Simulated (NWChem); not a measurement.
System: NH$_{3}$Te; SMILES N[TeH]

Input file for NWChem:

```
start job
memory heap 200 mb stack 900 mb global 1100 mb
geometry units angstroms noautoz
  Te     0.023604    -0.286874     0.000000
  H     -1.640566    -0.530140     0.000000
  N      0.089993     1.757619     0.000000
  H     -0.370191     2.132904     0.827061
  H     -0.370191     2.132904    -0.827061
end
basis spherical
  * library def2-svp
end
ecp
  Te library def2-ecp
end
dft
  xc mn15
  iterations 150
  mulliken
end
task dft energy
```

Parts of the log:

```
             Northwest Computational Chemistry Package (NWChem) 7.3.0
             --------------------------------------------------------

 CS  symmetry detected

                             Geometry "geometry" -> ""
                             -------------------------

 Output coordinates in angstroms (scale by  1.889725989 to convert to a.u.)

  No.       Tag          Charge          X              Y              Z
 ---- ---------------- ---------- -------------- -------------- --------------
    1 Te                  52.0000     0.03580882    -0.30454497     0.00000000
    2 H                    1.0000    -1.62523341    -0.56832300     0.00000000
    3 N                    7.0000     0.07697026     1.74061146     0.00000000
    4 H                    1.0000    -0.38780853     2.11019071     0.82706100
    5 H                    1.0000    -0.38780853     2.11019071    -0.82706100

 Effective nuclear repulsion energy (a.u.)     141.0294136400

      Symmetry information
      --------------------

 Group name             Cs
 Group number              2
 Group order               2
 No. of unique centers     4

                                 NWChem DFT Module
                                 -----------------

 Summary of "ao basis" -> "ao basis" (spherical)
 ------------------------------------------------------------------------------
       Tag                 Description            Shells   Functions and Types
 ---------------- ------------------------------  ------  ---------------------
 Te                         def2-svp                10       26   4s4p2d
 H                          def2-svp                 3        5   2s1p
 N                          def2-svp                 6       14   3s2p1d

      Symmetry analysis of basis
      --------------------------

        a'         37
        a"         18

            General Information
            -------------------
          SCF calculation type: DFT
          Wavefunction type:  closed shell.
          No. of atoms     :     5
          No. of electrons :    34
           Alpha electrons :    17
            Beta electrons :    17
          Charge           :     0
          Spin multiplicity:     1
          Use of symmetry is: on ; symmetry adaption is: on
          Maximum number of iterations: 150
          AO basis - number of functions:    55
                     number of shells:    25
          Convergence on energy requested:  1.00D-06
          Convergence on density requested:  1.00D-05
          Convergence on gradient requested:  5.00D-04

              XC Information
              --------------
                         MN15 Method XC Functional
                     Hartree-Fock (Exact) Exchange  0.440
                          MN15 Exchange Functional  1.000
                        MN15 Correlation Potential  1.000

             Grid Information
             ----------------
          Grid used for XC integration:  medium
          Radial quadrature: Mura-Knowles
          Angular quadrature: Lebedev.
          Tag              B.-S. Rad. Rad. Pts. Rad. Cut. Ang. Pts.
          ---              ---------- --------- --------- ---------
          Te                  1.40      123           8.0       590
          H                   0.35       45           9.0       434
          N                   0.65       49           8.0       434
          Grid pruning is: on
          Number of quadrature shells:   262
          Spatial weights used:  Erf1

      Superposition of Atomic Density Guess
      -------------------------------------

 Sum of atomic energies:        -366.96573702

      Non-variational initial energy
      ------------------------------

 Total energy =    -323.188387
 1-e energy   =    -681.114901
 2-e energy   =     287.864397
 HOMO         =      -0.236196
 LUMO         =      -0.025552

      Symmetry analysis of molecular orbitals - initial
      -------------------------------------------------

  Numbering of irreducible representations:

     1 a'          2 a"

  Orbital symmetries:

     1 a'          2 a'          3 a'          4 a'          5 a"
     6 a'          7 a'          8 a'          9 a"         10 a"
    11 a'         12 a'         13 a"         14 a'         15 a'
    16 a'         17 a"         18 a'         19 a'         20 a'
    21 a"         22 a'         23 a'         24 a"         25 a'
    26 a"         27 a'

     ---------------------------------------------
      Total Density - Mulliken Population Analysis
     ---------------------------------------------

    Atom       Charge   Shell Charges
 -----------   ------   -------------------------------------------------------
    1 Te  24    23.86   1.77  0.27  1.19  0.63  2.89  3.15  1.98  1.90  9.85  0.24
    2 H    1     0.92   0.58  0.32  0.01
    3 N    7     7.69   1.99  1.04  0.51  2.42  1.71  0.01
    4 H    1     0.77   0.60  0.12  0.04
    5 H    1     0.77   0.60  0.12  0.04

   convergence    iter        energy       DeltaE   RMS-Dens  Diis-err
 ---------------- ----- ----------------- --------- --------- ---------
 d= 0,ls=0.0,diis     1   -323.7461082797 -3.94D+02  1.23D-02  4.88D-01
 d= 0,ls=0.0,diis     2   -323.7718363435 -2.57D-02  6.48D-03  1.04D-01
 d= 0,ls=0.0,diis     3   -323.7782501055 -6.41D-03  2.67D-03  5.86D-02
 d= 0,ls=0.0,diis     4   -323.7851388776 -6.89D-03  5.74D-04  9.65D-04
 d= 0,ls=0.0,diis     5   -323.7852755849 -1.37D-04  1.61D-04  5.23D-05
  Resetting Diis
 d= 0,ls=0.0,diis     6   -323.7852855581 -9.97D-06  3.63D-05  2.01D-06
 d= 0,ls=0.0,diis     7   -323.7852859777 -4.20D-07  1.64D-05  1.47D-07
 d= 0,ls=0.0,diis     8   -323.7852860336 -5.59D-08  5.81D-06  3.22D-08

         Total DFT energy =     -323.785286033632
      One electron energy =     -682.228494051662
           Coulomb energy =      316.394451166195
    Exchange-Corr. energy =      -28.013360556962
 Nuclear repulsion energy =       70.062117408797

 Numeric. integr. density =       34.000009347982

                  Occupations of the irreducible representations
                  ----------------------------------------------

                     irrep           alpha         beta
                     --------     --------     --------
                     a'               12.0         12.0
                     a"                5.0          5.0

                       DFT Final Molecular Orbital Analysis
                       ------------------------------------

 Vector   15  Occ=2.000000D+00  E=-3.577686D-01  Symmetry=a'
              MO Center=  2.9D-02,  6.4D-02,  9.0D-17, r^2= 2.8D+00
   Bfn.  Coefficient  Atom+Function         Bfn.  Coefficient  Atom+Function
  ----- ------------  ---------------      ----- ------------  ---------------
    11      0.331884  1 Te px                 3      0.318421  1 Te s
    36     -0.289026  3 N  py                12     -0.280454  1 Te py
    14      0.232108  1 Te px                 4      0.221312  1 Te s
    27     -0.213875  2 H  s                 39      0.196693  3 N  py
    15     -0.183675  1 Te py                 8     -0.138402  1 Te px

 Vector   16  Occ=2.000000D+00  E=-3.075322D-01  Symmetry=a'
              MO Center= -3.1D-02,  1.3D+00, -2.1D-16, r^2= 2.2D+00
   Bfn.  Coefficient  Atom+Function         Bfn.  Coefficient  Atom+Function
  ----- ------------  ---------------      ----- ------------  ---------------
    35      0.494603  3 N  px                38     -0.396195  3 N  px
    27     -0.234276  2 H  s                 34     -0.227887  3 N  s
    28     -0.198582  2 H  s                 33     -0.165667  3 N  s
    11      0.160530  1 Te px                 3      0.158052  1 Te s
     4      0.137131  1 Te s                 36      0.126984  3 N  py

 Vector   17  Occ=2.000000D+00  E=-2.457866D-01  Symmetry=a"
              MO Center=  4.3D-03, -2.7D-01, -6.3D-16, r^2= 2.4D+00
   Bfn.  Coefficient  Atom+Function         Bfn.  Coefficient  Atom+Function
  ----- ------------  ---------------      ----- ------------  ---------------
    13      0.594460  1 Te pz                16      0.566658  1 Te pz
    10     -0.239913  1 Te pz                 7     -0.187876  1 Te pz
    37      0.087317  3 N  pz                46     -0.086025  4 H  s
    51      0.086025  5 H  s                 47     -0.061318  4 H  s
    52      0.061318  5 H  s                 40     -0.033116  3 N  pz

 Vector   18  Occ=0.000000D+00  E=-5.151079D-03  Symmetry=a'
              MO Center=  1.2D-02,  2.9D-02,  1.0D-14, r^2= 3.7D+00
   Bfn.  Coefficient  Atom+Function         Bfn.  Coefficient  Atom+Function
  ----- ------------  ---------------      ----- ------------  ---------------
    15      0.801005  1 Te py                34     -0.746012  3 N  s
    12      0.369502  1 Te py                39      0.324955  3 N  py
    14      0.272265  1 Te px                36     -0.271341  3 N  py
    28      0.269250  2 H  s                 47      0.204023  4 H  s
    52      0.204023  5 H  s                 33     -0.193822  3 N  s

 Vector   19  Occ=0.000000D+00  E= 3.572313D-02  Symmetry=a'
              MO Center= -5.5D-01, -3.0D-01,  1.9D-14, r^2= 3.7D+00
   Bfn.  Coefficient  Atom+Function         Bfn.  Coefficient  Atom+Function
  ----- ------------  ---------------      ----- ------------  ---------------
    28      1.154825  2 H  s                 14      0.936815  1 Te px
     4     -0.557848  1 Te s                  3     -0.432363  1 Te s
    11      0.389454  1 Te px                27      0.295790  2 H  s
    39     -0.203725  3 N  py                34      0.168580  3 N  s
    15     -0.161851  1 Te py                 2      0.157306  1 Te s

[...]
```

Level: MN15/def2-SVP with def2 effective core potentials on Te. Geometry: optimised at PBE0/def2-SVP. def2 effective core potentials on Te; no spin-orbit coupling.
